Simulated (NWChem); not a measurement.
Molecule: CH3ISi, singlet; SMILES C[Si]I

Computed with NWChem. Low-valent species are run as closed-shell singlets; no triplet was tried in these runs. Geometry: optimised at PBE0/def2-SVP. No frequency run checked for a minimum. def2 effective core potentials on I; no spin-orbit coupling. Ions are spin-unrestricted doublets at the neutral geometry; other ion states weren't tried.

For level PBE/def2-SVP:

| Quantity | Value |
|---|---|
| vertical ionisation energy, ΔSCF (eV) | 8.38 |
| −ε(HOMO) (eV) | 5.52 |

Question: How do the values read with level PBE0/def2-SVP instead?

Answer: The vertical ionisation energy, ΔSCF (eV) is 8.59 and the −ε(HOMO) (eV) is 6.58.
